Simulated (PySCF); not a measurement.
# How methods differ on the ionisation energy of As¹³⁺

As¹³⁺ [Ar] 3d2 [3d3/2^2, M_J = 2] → As¹⁴⁺ [Ar] 3d1 [3d3/2^1, M_J = 3/2], as a difference of total energies. Computed with PySCF 2.14 in an even-tempered Gaussian basis (17 s from 1 bohr⁻², ratio 2.8; 12 p from 1.3 bohr⁻², ratio 2.8; 8 d from 1.3 bohr⁻², ratio 2.8; 4 f from 4.3 bohr⁻², ratio 3), with the two-component X2C-1e Hamiltonian. Correlated levels: [Ne] frozen; the 76 highest virtual spinors dropped. "Screened" scales the spin-orbit matrix elements by Boettger's factors to mimic the two-electron term; Breit and QED terms are absent.

```
                    method  ionisation energy (eV)
           GHF (spin-free)                  418.34
          GMP2 (spin-free)                  418.58
 GHF (screened spin-orbit)                  418.47
GMP2 (screened spin-orbit)                  418.70
```

Task: How much does correlation contribute at GMP2 (screened spin-orbit)?

Result: 418.70 − (418.47) = 0.23 eV, measured against GHF (screened spin-orbit).

Breit and QED terms and the two-electron picture change are absent.

The spin-free rows relax to the high-spin LS determinant and lack the spin-orbit shift.

The labels give the starting determinants; with spin-orbit coupling the two ends relaxed to ⟨J²⟩ = 7.00, ⟨L²⟩ = 11.80, ⟨S²⟩ = 1.93 and ⟨J²⟩ = 3.75, ⟨L²⟩ = 6.00, ⟨S²⟩ = 0.75.

The determinant of As¹³⁺ mixes levels of different J (the jj label is only the starting occupation), so the difference between spin-free and spin-orbit rows is not the physical spin-orbit shift.

For comparison: 418 ± 3 eV (theoretical estimate listed by NIST; NIST Atomic Spectra Database, ionization energies).
